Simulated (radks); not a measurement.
Results of a calculation; reference values are marked as such.
Ionisation of the tantalum ion Ta3+, [Xe] 4f14 5d2, to Ta4+, [Xe] 4f14 5d1, under several functionals. Scalar-relativistic Kohn-Sham, spin-polarised, spherical densities, point nucleus; open shells are filled with parallel spins first (spin-orbit coupling, left out, can overturn this in heavy ions); a radial shooting solver on a logarithmic mesh with Libxc functionals.

BLYP: E(Ta3+) (hartree) -15603.7913; Exc (hartree) -315.2842; IE (eV) 35.530; -e(HOMO) (eV) 29.708; <r> HOMO (bohr) 1.844; IE error (eV) +0.530
LDA (Slater exchange, VWN5 correlation): E(Ta3+) (hartree) -15593.6408; Exc (hartree) -305.1616; IE (eV) 35.892; -e(HOMO) (eV) 30.091; <r> HOMO (bohr) 1.835; IE error (eV) +0.892
BP86: E(Ta3+) (hartree) -15604.8019; Exc (hartree) -316.3186; IE (eV) 35.707; -e(HOMO) (eV) 29.937; <r> HOMO (bohr) 1.831; IE error (eV) +0.707
Wu-Cohen GGA: E(Ta3+) (hartree) -15601.7380; Exc (hartree) -313.2513; IE (eV) 35.675; -e(HOMO) (eV) 29.901; <r> HOMO (bohr) 1.833; IE error (eV) +0.675
exchange-only LDA: E(Ta3+) (hartree) -15586.2372; Exc (hartree) -297.6799; IE (eV) 34.625; -e(HOMO) (eV) 28.913; <r> HOMO (bohr) 1.860; IE error (eV) -0.375
LDA (Slater exchange, Perdew-Wang correlation): E(Ta3+) (hartree) -15593.6100; Exc (hartree) -305.1305; IE (eV) 35.883; -e(HOMO) (eV) 30.081; <r> HOMO (bohr) 1.835; IE error (eV) +0.883

NIST Atomic Spectra Database: 35 eV (theoretical). Closest: exchange-only LDA. The Delta-SCF values span 1.27 eV, the total energies 18.56 hartree. The highest occupied level is 5d. Open shells are spherical and high-spin; term and fine-structure splittings are not resolved. Spin-orbit splitting is averaged out at the scalar-relativistic level.
